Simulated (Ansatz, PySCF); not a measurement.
Species: sum formula SiN3H6F, net charge 0, singlet state. 
Geometry from a B3LYP-D3(BJ)/def2-TZVP (Ansatz, a quantum-chemistry and plane-wave program) optimisation:
```xyz
11

Si    -0.0002    -0.0018     0.0026
F     -0.4146    -0.7809     1.3493
N      1.5656    -0.2424    -0.6062
N     -0.0631     1.6356     0.4879
N     -1.0581    -0.6779    -1.1568
H      2.3635     0.2069    -0.1887
H      1.8092    -1.0819    -1.1049
H     -0.7089     1.9349     1.2002
H      0.1624     2.3805    -0.1505
H     -1.0301    -0.3922    -2.1215
H     -1.9725    -1.0032    -0.8886
```
Charge 0, spin multiplicity 1.

Dipole moments at this geometry, in debye (magnitudes).

```csv
level,program,dipole (D)
SVWN5/def2-TZVPD,Ansatz,2.19
r2SCAN/def2-TZVPD,Ansatz,2.16
B97M-V/def2-TZVPD,Ansatz,2.14
B3LYP/def2-TZVPD,PySCF,2.18
PBE0/def2-TZVPD,Ansatz,2.20
BHLYP/def2-TZVPD,Ansatz,2.25
r2SCANh/def2-TZVPD,Ansatz,2.18
r2SCAN0/def2-TZVPD,Ansatz,2.21
M06-2X/def2-TZVPD,PySCF,2.20
HSE06/def2-TZVPD,Ansatz,2.19
LC-wPBE/def2-TZVPD,Ansatz,2.23
wB97M-V/def2-TZVPD,Ansatz,2.18
wB97X-V/def2-TZVPD,Ansatz,2.19
CCSD(T)/aug-cc-pV(D+d)Z,Ansatz,2.16
```
